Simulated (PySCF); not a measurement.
H₇NSi₂, SMILES `[SiH3]N[SiH3]`, neutral singlet in the gas phase. 

Cartesian coordinates (Å):
```xyz
10

Si     1.5384    -0.2209     0.2947
N     -0.0295     0.4116     0.6403
Si    -1.5268     0.0833    -0.1522
H      2.5442     0.8728     0.2094
H      2.0136    -1.1753     1.3352
H      1.4525    -0.9297    -1.0057
H     -0.0890     1.0081     1.4543
H     -2.2373     1.3473    -0.4877
H     -1.2148    -0.6650    -1.3945
H     -2.4513    -0.7322     0.6842
```
Charge 0, multiplicity 1.

All levels are single points at this geometry (PBE0-D3(BJ)/def2-TZVP); Pople sets use spherical d functions. Orbital energies aren't observables, and empty levels follow the basis.

PBE0-D3(BJ)/def2-TZVP in PySCF gives HOMO (eV) = -7.52.

Q: Estimate the HOMO (eV) from each of these levels: PBE-D3(BJ)/def2-TZVP in PySCF; B3LYP/3-21G in PySCF; B3LYP/6-311+G** in PySCF; BP86/6-31G* in PySCF; SVWN5/6-31G* in PySCF.

A: 
| level | HOMO (eV) |
|---|---|
| PBE-D3(BJ)/def2-TZVP in PySCF | -6.19 |
| B3LYP/3-21G in PySCF | -6.67 |
| B3LYP/6-311+G** in PySCF | -7.26 |
| BP86/6-31G* in PySCF | -6.03 |
| SVWN5/6-31G* in PySCF | -5.96 |
